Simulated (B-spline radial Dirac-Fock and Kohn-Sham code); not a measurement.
Z = 69 (thulium), transition energy 500 keV. Calculated with a radial atomic solver, using a Dirac-Hartree-Slater potential of the neutral atom with a Latter tail (no hole, which puts coefficients of high multipoles low close above an edge), finite nucleus with surface currents. Subshells that would emit electrons below 1 keV are left out.

Q: A pure transition shows α(K) = 0.625, L1/L2 = 4.57 and L1/L3 = 3.71. What is its multipolarity?
A. M4
B. E3
C. E1
D. E2
E. M3
F. E4
G. M1
H. M2

A: A. For comparison, α(K), L1/L2, L1/L3 are E1 0.00495, 12.0, 12.5; E2 0.0136, 2.35, 4.60; E3 0.0345, 0.848, 2.39; E4 0.0859, 0.460, 1.53; M1 0.0320, 13.8, 102; M2 0.0977, 8.99, 30.8; M3 0.250, 6.16, 8.50.
